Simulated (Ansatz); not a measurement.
**Two structures, one formula**

Two relaxed structures of AlSnH₄, doublet (PBE0-D4/def2-TZVP; forces vanish, vibrations not checked).

A:

Al1  (-0.016, -0.154, -0.401)
Sn2  (0.490, 2.509, -0.781)
H3  (-1.123, 3.130, -0.437)
H4  (-1.511, -0.616, -0.624)
H5  (1.275, -1.062, -0.377)
H6  (0.123, 1.182, 0.688)
(Å)

B:

```csv
atom,x (Å),y (Å),z (Å)
Al1,0.4317,1.1006,0.4451
Sn2,-0.4525,-1.3795,-0.6576
H3,0.8769,-0.5933,0.5236
H4,-1.4377,-1.5488,0.8023
H5,1.4688,1.8054,-0.5460
H6,-0.8919,0.5109,-0.5418
```

Program: Ansatz 0.2.0. Basis: def2-TZVPP. Cores are frozen in the correlated methods; orbitals are unrestricted. Filled d shells of the heavier atoms are correlated. Core potentials replace the inner electrons of the atoms past krypton. The def2 sets are not built for correlating such inner shells, so the correlated values are less sure here. B3LYP uses VWN-RPA correlation.

(1) Which structure is lower at CCSD(T), and by how much? (To be estimated.)

T1 diagnostic: at most 0.020. ⟨S²⟩ of the unrestricted Hartree–Fock references: 0.76 to 0.79 (a pure state has 0.75).

## Answers

(1) By the calculation: A, by 0.241 eV (electronic energy, against the other). By their contacts, A is AlSnH₄ ([H]1[AlH2][SnH]1) and B is AlSnH₄ ([H]1[AlH]2[H][SnH]12).

All methods give the same order:

| method | E(B) − E(A) (eV) |
| --- | --- |
| PBE-D4 | 0.160 |
| r2SCAN-D4 | 0.196 |
| PBE0-D4 | 0.197 |
| B3LYP-D4 | 0.255 |
| wB97M-V | 0.305 |
| HF | 0.318 |
| MP2 | 0.194 |
| CCSD | 0.265 |
| CCSD(T) | 0.241 |

Labels in which every atom is bracketed show which atoms are joined, not bond orders.

For scale, one of the runs: CCSD(T)/def2-TZVPP, 148 basis functions, launched by `ansatz run in.yaml --threads 2 --pin off --events-out ev --progress --plain --max-ram 4352MiB`. Time: 88 s of wall clock on 2 CPU threads of an Arm Neoverse V1; the host was shared. Peak host memory: 2.2 GiB.
